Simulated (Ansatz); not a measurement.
Wavefunction ladder for CH7AsSi, SMILES `[SiH3]C[AsH2]`

Z-matrix (Å, degrees):
```
Si
C 1 1.867
H 1 1.487 2 109.7
H 1 1.491 2 111.7 3 120.3
H 1 1.487 2 109.7 3 -119.5
As 2 1.981 1 114.3 3 59.8
H 2 1.093 1 111.0 3 -60.9
H 2 1.093 1 111.0 3 -179.5
H 6 1.526 2 95.8 1 -45.9
H 6 1.526 2 95.8 1 46.2
```

The species carries charge 0 and has multiplicity 1. Correlated methods include outer-core shells of As, which these sets cover unevenly. Scalar relativity is left out up to krypton. The geometry is a stationary point of PBE0-D4/def2-TZVP. Frozen core, restricted reference, the Gaussian-basis code of Ansatz.

```
     basis      HF (Eh)  MP2 corr.  CCSD corr.       (T)  CCSD(T) total
  def2-SVP  -2564.66321          ?    -0.53791  -0.01508              ?
def2-TZVPP            ?   -0.58709           ?  -0.02315              ?
def2-QZVPP  -2565.14724          ?           –         –              –
```

(1) Fill in the withheld values. (Estimate.)

Answers

(1) The calculation gave: def2-SVP MP2 corr.: -0.49162; def2-SVP CCSD(T) total: -2565.21620; def2-TZVPP HF (Eh): -2565.09076; def2-TZVPP CCSD corr.: -0.63121; def2-TZVPP CCSD(T) total: -2565.74512; def2-QZVPP MP2 corr.: -0.88993.
